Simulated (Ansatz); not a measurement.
MoI, multiplicity 6 (lowest of 2S+1 = 2, 4, 6, 8 at CCSD(T)/def2-TZVPP on PBE0 minima; our sources give no spin for the ground state, which may be another), most abundant isotopes (97.9054 and 126.9045 u). Constants from fifth-degree fits in 1/R to seven points on the lowest solution found; no spin–orbit coupling, no relativity up to Kr; ω_e x_e and α_e move by some per cent with the fit.

Correlated levels freeze the inner cores; with def2 sets outer-core shells near the valence are correlated too.

Programs: Ansatz (a program for electronic structure) with Gaussian orbitals. Values without a source in brackets are computed. In def2 rows elements past Kr take small-core potentials, without spin–orbit coupling.

```tsv
level	r_e (Å)	ω_e (cm⁻¹)	ω_e x_e (cm⁻¹)	α_e (cm⁻¹)
PBE/def2-TZVPP	2.6193	215.7	0.528	0.000141
CCSD(T)/def2-TZVPP	2.6333	215.8	0.506	0.000137
```

Question: Derive the rotational constants, the centrifugal constant, the fundamental, the zero-point energy and the force constant.

Answer: 
μ = 55.26729 u.
- PBE/def2-TZVPP: B_e = 16.8576/(μ r_e²) = 0.044459 cm⁻¹; B₀ = B_e − α_e/2 = 0.044388 cm⁻¹; D = 4B_e³/ω_e² = 7.55e-09 cm⁻¹; fundamental ω_e − 2ω_e x_e = 215 cm⁻¹; zero-point energy ω_e/2 − ω_e x_e/4 = 108 cm⁻¹; k = μ(2πcω_e)² = 152 N/m
- CCSD(T)/def2-TZVPP: B_e = 16.8576/(μ r_e²) = 0.043989 cm⁻¹; B₀ = B_e − α_e/2 = 0.043920 cm⁻¹; D = 4B_e³/ω_e² = 7.31e-09 cm⁻¹; fundamental ω_e − 2ω_e x_e = 215 cm⁻¹; zero-point energy ω_e/2 − ω_e x_e/4 = 108 cm⁻¹; k = μ(2πcω_e)² = 152 N/m
